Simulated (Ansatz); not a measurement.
Species: HF$_{2}$OSi, SMILES `F[Si](F)O` (H–O–Si–F torsion 61°) (charge 0, multiplicity 2), formula HF₂OSi.

### Question
How many basis functions does frozen-core CCSD(T)/cc-pVTZ // PBE0-D3(BJ)/def2-TZVP in Ansatz (a first-principles code) use, how many core orbitals are frozen, and how many electrons are correlated?

### Answer
138 basis functions and 8 frozen orbitals, which leaves 25 correlated electrons. Core time is of the order of minutes.
